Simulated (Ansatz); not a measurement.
`[AlH2][SeH]` + `NCF` → `FC[NH][AlH2]` + H₂Se at 700 K and 1 bar (ligand exchange at the Al–Se bond).

Gas-phase electronic energies from Ansatz, PBE0-D4/def2-TZVP geometries. CCSD(T)/CBS is the MP2 limit (def2-TZVPP, def2-QZVPP) plus CCSD(T) − MP2 in def2-TZVPP, frozen cores. For Se outer-core shells are correlated without core-valence functions, which leaves a few kJ/mol of doubt a bond. Scalar relativity is left out up to krypton. One conformer a species, not always the lowest.

```
       species  CCSD(T)/CBS energy (Eh)  H − E (kJ/mol)  S (J/(mol·K))
 `[AlH2][SeH]`              -2644.54675           100.7          345.3
         `NCF`               -194.94856           194.8          321.8
`FC[NH][AlH2]`               -437.58340           225.3          409.9
          H₂Se              -2401.89790            61.1          251.1
```

H − E and S are ideal-gas, rigid-rotor, harmonic terms from PBE0-D4/def2-TZVP, for one conformer and one mirror image of each species. 1 Eh = 2625.50 kJ/mol, R = 8.31446 J/(mol·K).

Q: By hand: ΔE, ΔH, ΔS and ΔG.

A: ΔE = (-437.58340) + (-2401.89790) − (-2644.54675) − (-194.94856) = 0.01401 Eh = 36.8 kJ/mol. Δ(H − E) = 225.3 + 61.1 − 100.7 − 194.8 = -9.1, so ΔH = 27.7 kJ/mol. ΔS = 409.9 + 251.1 − 345.3 − 321.8 = -6.1 J/(mol·K). ΔG = 27.7 − 700 × (-6.1)/1000 = 32.0 kJ/mol.

Q: By hand: the equilibrium constant, and the temperature at which ΔG would vanish if ΔH and ΔS stayed fixed.

A: log₁₀ K = −ΔG/(RT ln 10) = -2.4. ΔH and −TΔS have one sign here, so there is no such temperature.

The number of gas molecules stays the same, so ΔS is small and ΔH decides. A doubt of 5 kJ/mol in ΔE shifts log₁₀ K by 0.4 here. Other conformers and mirror images would add mixing entropy, several J/(mol·K) or more a flexible species. These are equilibria of isolated gas molecules and say nothing of rates. Largest T1 diagnostic: 0.012 (customary marks: 0.02 for closed shells, 0.045 for open ones).

ΔS is within the doubt of such terms, so its sign, and with it that verdict, could turn.
